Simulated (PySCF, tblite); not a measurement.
Rigid-rotor lines calculated for a species of formula C8H11FO (commonest isotopes; PBE0/pcSseg-1 in PySCF (dipole) on a GFN2-xTB geometry, gas phase), labelled J(Ka,Kc):

```
     transition     MHz
2(1,1) ← 1(1,0)  4640.8
1(1,1) ← 0(0,0)  2709.6
2(1,2) ← 1(1,1)  4271.8
2(0,2) ← 1(0,1)  4412.6
1(0,1) ← 0(0,0)  2228.1
```

Question: Find the rotational constants.

Answer: 1(0,1) ← 0(0,0) is B + C, 2(1,1) ← 1(1,0) is 3B + C and 2(1,2) ← 1(1,1) is B + 3C, so B − C is half the difference of the last two, 184.5 MHz. 1(1,1) ← 0(0,0) is A + C. A = 1687.8, B = 1206.3, C = 1021.8 MHz.

Question: What moments of inertia, asymmetry and inertial defect follow?

Answer: I = 505379 MHz·u·Å² over each constant: Ia = 299.44, Ib = 418.94, Ic = 494.58 u·Å²; κ = (2B − A − C)/(A − C) = -0.446 (asymmetric top); Δ = Ic − Ia − Ib = -223.80 u·Å².

Question: Which dipole components do these lines need?

Answer: μa and μb (a-type: ΔKa even, ΔKc odd; b-type: both odd). The calculation gives |μa| = 2.50 D, |μb| = 1.72 D, |μc| = 0.96 D.

Question: Predict further lines from these constants: 1(1,0) ← 0(0,0); 3(3,1) ← 2(2,1); 3(0,3) ← 2(0,2); 2(1,1) ← 1(0,1); 3(1,2) ← 2(0,2); 3(3,1) ← 3(2,1); 3(2,2) ← 2(2,1); 3(1,3) ← 2(0,2); 2(1,1) ← 2(0,2); 3(2,2) ← 2(1,1); 1(1,0) ← 1(0,1).

Answer: 
| transition | MHz | type | branch |
| --- | --- | --- | --- |
| 1(1,0) ← 1(0,1) | 666 | b | Q |
| 2(1,1) ← 2(0,2) | 894 | b | Q |
| 3(3,1) ← 3(2,1) | 2689 | c | Q |
| 1(1,0) ← 0(0,0) | 2894 | c | R |
| 2(1,1) ← 1(0,1) | 5307 | c | R |
| 3(0,3) ← 2(0,2) | 6524 | a | R |
| 3(2,2) ← 2(2,1) | 6684 | a | R |
| 3(1,3) ← 2(0,2) | 6724 | b | R |
| 3(1,2) ← 2(0,2) | 7824 | c | R |
| 3(2,2) ← 2(1,1) | 8129 | b | R |
| 3(3,1) ← 2(2,1) | 9578 | c | R |

Question: Which structure gave them?

Answer: `C=C[C@@]1(C(=O)F)CC[C@H]1C`, point group C1. Three constants can't fix a structure by themselves; this is the one that was computed:
```
atom  x, y, z in Å
C1     2.240   -0.797    0.990
C2     1.137   -0.078    1.092
C3     0.345    0.417   -0.088
C4     0.865    1.799   -0.325
O5     0.411    2.844   -0.016
F6     2.073    1.767   -0.967
C7     0.298   -0.451   -1.363
C8    -1.225   -0.272   -1.409
C9    -1.204    0.375   -0.011
C10   -1.783   -0.499    1.087
H11    2.646   -1.091    0.036
H12    2.784   -1.118    1.861
H13    0.759    0.233    2.055
H14    0.603   -1.477   -1.170
H15    0.856   -0.068   -2.214
H16   -1.797   -1.195   -1.476
H17   -1.557    0.406   -2.192
H18   -1.652    1.369    0.036
H19   -1.677   -0.026    2.060
H20   -1.288   -1.467    1.111
H21   -2.844   -0.656    0.903
```

The values belong to one conformer (point group C1) with, in the numbering `[CH2:1]=[CH:2][C@@:3]1([C:4](=[O:5])[F:6])[CH2:7][CH2:8][C@H:9]1[CH3:10]`, C1–C2–C3–C4 -95°, C2–C3–C4–O5 -100°, C2–C3–C7–C8 132°, C3–C7–C8–C9 -9°, C7–C8–C9–C10 -108°, C2–C3–C9–C8 -132°. Its GFN2-xTB frequencies are all real (lowest 44 cm⁻¹). No vibrational averaging or centrifugal distortion is included, and the geometry carries the error of its method. A rigid rotor knows nothing of internal rotation, which can split or shift real lines.

Rough CPU time on one thread of a shared machine: about 2.6 min (grids of density and orbitals included). This is the PBE0/pcSseg-1 job that gave the dipole, with the shieldings it also computed.
